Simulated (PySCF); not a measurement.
Cartesian coordinates in Å; atom numbers follow the order of the lines, from 1:
```xyz
21

B    -1.242    2.026   -0.353
C    -0.229    0.919    0.052
C     0.959    0.655   -0.873
C     2.081   -0.094   -0.164
C     1.566   -1.184    0.725
C     0.282   -1.311    1.070
C    -0.810   -0.386    0.607
C    -1.748   -1.082   -0.366
F    -1.570   -0.060    1.733
H    -0.852    2.974   -0.999
H    -2.387    2.016    0.031
H     0.166    1.456    0.955
H     1.329    1.603   -1.293
H     0.613    0.057   -1.734
H     2.794   -0.511   -0.895
H     2.677    0.607    0.452
H     2.297   -1.898    1.122
H    -0.042   -2.125    1.727
H    -1.231   -1.322   -1.305
H    -2.610   -0.433   -0.583
H    -2.122   -2.020    0.070
```

Method: shieldings: GIAO PBE0/pcSseg-1, geometry from PBE0-D3(BJ)/def2-SVP, in PySCF 2.14 (rapidly exchanging positions averaged, in vacuum, one computed conformer, non-relativistic).

Task: Predict the 2D correlation tables (HSQC, COSY, HMBC).

Result: 

HSQC (one-bond C–H):
```
                δH          δC
        6.07 (H18)  142.3 (C6)
        5.89 (H17)  137.0 (C5)
        2.23 (H16)   29.5 (C4)
        2.19 (H13)   27.7 (C3)
        2.00 (H15)   29.5 (C4)
        1.69 (H14)   27.7 (C3)
1.42 (H19/H20/H21)   28.5 (C8)
        0.99 (H12)   57.2 (C2)
```

COSY cross peaks (H two or three bonds apart, from the bond graph; peaks can be absent where the dihedral angle is near 90°):
```
            δH          δH
7.68 (H10/H11)  0.99 (H12)
    6.07 (H18)  5.89 (H17)
    5.89 (H17)  2.23 (H16)
    5.89 (H17)  2.00 (H15)
    2.23 (H16)  2.19 (H13)
    2.23 (H16)  2.00 (H15)
    2.23 (H16)  1.69 (H14)
    2.19 (H13)  2.00 (H15)
    2.19 (H13)  1.69 (H14)
    2.19 (H13)  0.99 (H12)
    2.00 (H15)  1.69 (H14)
    1.69 (H14)  0.99 (H12)
```

HMBC (two and three bonds, from the bond graph):
```
                δH                                                      δC
    7.68 (H10/H11)                         91.8 (C7), 57.2 (C2), 27.7 (C3)
        6.07 (H18)  137.0 (C5), 91.8 (C7), 57.2 (C2), 29.5 (C4), 28.5 (C8)
        5.89 (H17)             142.3 (C6), 91.8 (C7), 29.5 (C4), 27.7 (C3)
        2.23 (H16)            142.3 (C6), 137.0 (C5), 57.2 (C2), 27.7 (C3)
        2.19 (H13)             137.0 (C5), 91.8 (C7), 57.2 (C2), 29.5 (C4)
        2.00 (H15)            142.3 (C6), 137.0 (C5), 57.2 (C2), 27.7 (C3)
        1.69 (H14)             137.0 (C5), 91.8 (C7), 57.2 (C2), 29.5 (C4)
1.42 (H19/H20/H21)                        142.3 (C6), 91.8 (C7), 57.2 (C2)
        0.99 (H12)  142.3 (C6), 91.8 (C7), 29.5 (C4), 28.5 (C8), 27.7 (C3)
```

δ = σ(ref) − σ, references computed at the same level: ¹H (31.27 ppm), ¹³C (184.41 ppm) vs TMS.

Short H···H contacts in this conformer between protons four or more bonds apart (candidates for NOE cross peaks, intensity ∝ r⁻⁶): H14···H19 2.34 Å, H11···H20 2.54 Å, H10···H13 2.59 Å, H18···H21 2.66 Å, H12···H16 2.70 Å.

Hydrogens on boron are broadened and split by ¹¹B (spin 3/2, 80 %) and 10B (spin 3). A carbon bonded to boron is broadened by the quadrupolar boron nucleus and is often missing from a measured spectrum. Shifts are as computed. Against solution values, carbons near 30 ppm lie about +2 ppm off and those near 130 ppm about +5 ppm. Of 1309 compounds with measured shifts, 239 miss one by over three times the rms of a fit or turn the order of signals round; such compounds aren't used in these exercises.
